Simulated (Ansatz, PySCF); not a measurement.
Dimer: H2S (SMILES S) (first 3 atoms) with GeH4 (SMILES [GeH4]); geometry from B3LYP-D3(BJ)/def2-TZVP, rigid monomers moved along the line of their centres of mass till S1···Ge4 is 4.45 Å.
(charge 0, multiplicity 1):
```json
[
 {"atom": "S", "x (Å)": "0.2669", "y (Å)": "1.8733", "z (Å)": "0.6899"},
 {"atom": "H", "x (Å)": "-1.0639", "y (Å)": "1.8593", "z (Å)": "0.8654"},
 {"atom": "H", "x (Å)": "0.2462", "y (Å)": "0.7260", "z (Å)": "-0.0072"},
 {"atom": "Ge", "x (Å)": "-0.2319", "y (Å)": "-1.1014", "z (Å)": "3.9556"},
 {"atom": "H", "x (Å)": "-1.0042", "y (Å)": "0.1749", "z (Å)": "4.3162"},
 {"atom": "H", "x (Å)": "1.2707", "y (Å)": "-0.8046", "z (Å)": "3.8821"},
 {"atom": "H", "x (Å)": "-0.7236", "y (Å)": "-1.6327", "z (Å)": "2.6004"},
 {"atom": "H", "x (Å)": "-0.4915", "y (Å)": "-2.1707", "z (Å)": "5.0315"}
]
```

Interaction energies are E(AB) − E(A) − E(B) at the monomers' geometry in the complex; basis-set methods are counterpoise corrected. Rows marked so take none.

Correlated levels freeze the cores. Filled d and f shells under p-block atoms count as core. CBS(a, b) extrapolates the correlation energy as X⁻³ and adds the Hartree–Fock energy of set b. Rows in 3-21G carry no dispersion term and start afresh at each structure; the Pople sets are all-electron and without relativity.

Programs: Ansatz (Gaussian orbitals); PySCF for 3-21G rows, the dispersion terms. Each number belongs to the level named beside it.

```
level                                interaction energy (kJ/mol)
-----------------------------------  ---------------------------
HF/3-21G (no counterpoise)                                  -3.7
PBE/def2-TZVPPD                                              ___
r2SCAN-D3(BJ)/def2-TZVPPD                                   -3.7
r2SCAN-D4/def2-TZVPPD                                       -3.5
PBE0-D4/def2-TZVPPD                                         -4.1
SCS-MP2/def2-SVPD                                           -2.4
CCSD/def2-SVPD                                              -2.7
CCSD(T)/def2-SVPD                                           -3.0
CCSD(T)/CBS(def2-SVPD, def2-TZVPPD)                         -3.2
```

**Question.** Fill in the missing entries.

**Answer.** 
- PBE/def2-TZVPPD, interaction energy (kJ/mol): -1.9

Ansatz is a first-principles code.
